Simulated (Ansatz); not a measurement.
Species: dibromo(dimethoxy)silane, C₂H₆Br₂O₂Si, charge 0, multiplicity 1. SMILES: O([Si](Br)(OC)Br)C
Coordinates optimised at B3LYP-D3(BJ)/def2-TZVP (Ansatz, a quantum-chemistry and plane-wave program):
```
Si
O 1 1.6110
C 2 1.4279 1 125.67
H 3 1.0881 2 107.30 1 -179.28
H 3 1.0912 4 109.48 2 120.08
H 3 1.0918 4 109.32 5 119.93
O 1 1.6175 2 109.89 3 -60.04
C 7 1.4245 1 126.95 2 178.59
H 8 1.0882 7 107.48 1 -179.37
H 8 1.0918 9 109.40 7 -120.20
H 8 1.0918 9 109.31 10 -119.74
Br 1 2.2107 2 107.54 3 178.86
Br 1 2.2334 2 110.63 3 59.93
```
Charge 0, spin multiplicity 1.

Property: atomisation energy (electronic, to ground-state atoms), in kcal/mol. Cores are frozen in the correlated levels unless marked. UHF or UKS for open shells. No spin-orbit coupling. Frozen are the shells of the preceding noble gas and the d and f shells that filled before the atom's block. No relativistic terms. The coupled-cluster limit lacks core correlation, which all-electron functionals hold. CBS(X,Y): correlation extrapolated as X^-3; Hartree-Fock from the larger set.

| level | program | atomisation energy (kcal/mol) | minus last row |
|---|---|---|---|
| B3LYP-D3(BJ)/def2-TZVPD | Ansatz + dftd3 | 1171.8 | -8.4 |
| PBE0/STO-3G | Ansatz | 1310.5 | 130.3 |
| PBE0/def2-SVP | Ansatz | 1166.2 | -14.0 |
| BHLYP-D3(BJ)/def2-TZVPD | Ansatz + dftd3 | 1138.3 | -41.9 |
| r2SCANh/def2-TZVPD | Ansatz | 1171.7 | -8.5 |
| wB97X/def2-TZVPD | Ansatz | 1170.7 | -9.5 |
| PBE-QIDH/def2-TZVPD | Ansatz | 1166.9 | -13.3 |
| MP2/STO-3G | Ansatz | 1081.3 | -98.9 |
| SCS-MP2/STO-3G | Ansatz | 1087.6 | -92.6 |
| SCS-MP2/6-31G* | Ansatz | 1073.0 | -107.2 |
| SCS-MP2/def2-TZVPPD | Ansatz | 1164.4 | -15.8 |
| CCSD/def2-TZVPPD | Ansatz | 1128.7 | -51.5 |
| CCSD(T)/6-31G | Ansatz | 919.3 | -260.9 |
| CCSD(T)/def2-TZVPPD | Ansatz | 1148.2 | -32.0 |
| CCSD(T)/CBS(def2-TZVPP,def2-QZVPP) | Ansatz | 1180.2 | 0.0 |
